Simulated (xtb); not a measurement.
C2H5I, charge +1, doublet, geometry from GFN2-xTB (a state made from the parent by changing its charge; the spin is typed, not shown lowest). Base run: GFN2-xTB (xtb).

The xtb input:
```
$ xtb mol.xyz --gfn 2 --chrg 1 --uhf 1 --json

# file mol.xyz
8

C     -2.47872317    -0.30698683    -0.18935188
C     -1.15697557    -0.96081758    -0.39560285
I      0.61070332     0.21044122     0.09731135
H     -2.64557368    -0.00101957     0.84919800
H     -3.26426753    -1.00780463    -0.47616182
H     -2.59703766     0.61002780    -0.77682678
H     -1.04755767    -1.88176413     0.19730031
H     -0.99864680    -1.26599750    -1.44128263
```

Each row names what was changed in the base input (with any setting that the change needs).

```json
[
 {"change": "base", "ΔE vs base (kJ/mol)": "0.00", "G_solv (kcal/mol)": "-", "SCF cycles": "17"},
 {"change": "acc = 0.1", "ΔE vs base (kJ/mol)": "0.00", "G_solv (kcal/mol)": "-", "SCF cycles": "19"},
 {"change": "gbsa = water", "ΔE vs base (kJ/mol)": "-251.0", "G_solv (kcal/mol)": "-62.41", "SCF cycles": "18"},
 {"change": "alpb = acetonitrile", "ΔE vs base (kJ/mol)": "-232.2", "G_solv (kcal/mol)": "-56.99", "SCF cycles": "19"},
 {"change": "file = coord", "ΔE vs base (kJ/mol)": "0.00", "G_solv (kcal/mol)": "-", "SCF cycles": "17"},
 {"change": "acc = 30", "ΔE vs base (kJ/mol)": "0.00", "G_solv (kcal/mol)": "-", "SCF cycles": "12"},
 {"change": "acc = 1000", "ΔE vs base (kJ/mol)": "0.02", "G_solv (kcal/mol)": "-", "SCF cycles": "9"},
 {"change": "etemp = 1000", "ΔE vs base (kJ/mol)": "-5.68", "G_solv (kcal/mol)": "-", "SCF cycles": "15"}
]
```

ALPB and GBSA are two models with their own fitted parameters for each solvent, which aren't always the measured dielectric constant.
